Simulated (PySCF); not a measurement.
# Interval between two levels of Ga by level of theory

Ga [Ar] 3d10 4s2 4p1 [2P3/2, M_J = 3/2] → Ga [Ar] 3d10 4s2 4d1 [2D5/2, M_J = 5/2], as a difference of total energies. Calculation: PySCF 2.14, in x2c-TZVPall-2c with one added diffuse shell each of s, p, d type (7s8p5d1f, 63 functions); the two-component X2C-1e Hamiltonian. Correlated levels: [Ne] frozen. "Screened" scales the spin-orbit matrix elements by Boettger's factors to mimic the two-electron term; Breit and QED terms are absent.

```
                    method  interval between two levels (cm⁻¹)
           GHF (spin-free)                               36926
          GMP2 (spin-free)                               38888
 GHF (screened spin-orbit)                               36670
GMP2 (screened spin-orbit)                               38619
```

The spin-free rows lack the spin-orbit shift.

Errors of the correlated levels include the incompleteness of this basis and the frozen core.

The promoted electron is Rydberg-like, and one or two diffuse shells describe it only roughly, which tends to raise the upper state.

For comparison: 33962 cm⁻¹ (measured; NIST Handbook of Basic Atomic Spectroscopic Data (Sansonetti and Martin, J. Phys. Chem. Ref. Data 34, 1559 (2005))).
